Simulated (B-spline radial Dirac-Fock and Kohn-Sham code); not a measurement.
## Relativistic shifts of the levels of I⁵⁺

System: iodine as I⁵⁺, [Kr] 4d10 5s2.

Both columns are ΔSCF binding energies of the configuration average from a radial atomic solver: non-relativistic Hartree-Fock with a point nucleus, and Dirac-Fock with a finite nucleus and the Coulomb interaction alone, averaged over the two j levels with weights 2j+1.

| shell | Hartree-Fock (eV) | Dirac-Fock (eV) | shift (eV) | shift (%) |
| --- | --- | --- | --- | --- |
| 1s | 32032.0 | 33356.9 | +1324.91 | +4.14 |
| 2s | 4951.4 | 5278.9 | +327.56 | +6.62 |
| 2p | 4641.0 | 4737.8 | +96.79 | +2.09 |
| 3s | 1078.5 | 1149.0 | +70.42 | +6.53 |
| 3p | 947.0 | 969.0 | +21.98 | +2.32 |
| 3d | 705.1 | 695.9 | -9.27 | -1.31 |
| 4s | 252.0 | 266.4 | +14.42 | +5.72 |
| 4p | 203.7 | 207.4 | +3.69 | +1.81 |
| 4d | 120.5 | 118.4 | -2.11 | -1.75 |
| 5s | 69.80 | 72.29 | +2.49 | +3.57 |

Relativity binds 1s, 2s, 2p, 3s, 3p, 4s, 4p, 5s more strongly, among those listed most of all 2s in relative terms, and 3d, 4d more weakly, because the contracted s and p shells screen the nucleus better.

Values without a named source are computed, but for edge energies of neutral atoms, which are taken from tables.
